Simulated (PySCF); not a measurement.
A structure optimised at PBE-D3(BJ)/def2-SVP, used in a PySCF frequency run:

```
Ga
I 1 2.3947
I 1 2.3947 2 180.00
```
Charge +1, spin multiplicity 1.

Problem. Write its SMILES, formula and point group.

Solution. [I][Ga+][I], GaI₂, D∞h

Problem. What are its rotational constants (standard atomic weights)?

Solution. 0.34722 GHz (linear rotor, B only)
